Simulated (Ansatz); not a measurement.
Mulliken charges of `C[N]=[Mo]([F])([F])([F])[Cl]` from PBE/def2-TZVPP in Ansatz (PBE0-D4/def2-TZVP geometry).

| atom | x (Å) | y (Å) | z (Å) | charge (e) |
| --- | --- | --- | --- | --- |
| C1 | 0.405 | -1.716 | -0.046 | -0.127 |
| N2 | 0.025 | -0.356 | -0.020 | -0.402 |
| Mo3 | -0.365 | 1.269 | 0.022 | 1.360 |
| F4 | -2.196 | 1.350 | -0.277 | -0.327 |
| F5 | -0.194 | 1.798 | -1.747 | -0.316 |
| F6 | -0.785 | 1.566 | 1.803 | -0.316 |
| Cl7 | 1.668 | 2.239 | 0.423 | -0.254 |
| H8 | -0.125 | -2.264 | 0.737 | 0.127 |
| H9 | 1.483 | -1.789 | 0.129 | 0.127 |
| H10 | 0.168 | -2.148 | -1.022 | 0.127 |

Question: By hand: the dipole of these point charges (1 e Å = 4.8032 D).

Answer: Σ q r = (0.240, -0.774, -0.011) e Å, of length 0.810 e Å = 3.89 D.

Question: How does the dipole of the full density compare? (Estimate.)

Answer: Ansatz gave: (0.221, -0.847, -0.019) e Å, 4.21 D; the point charges give 0.92 times that, at 3° from its direction.

Point charges leave out the atoms' own dipoles, such as those of lone pairs, and Mulliken's split depends on the basis, so the close match here is no proof of good charges.
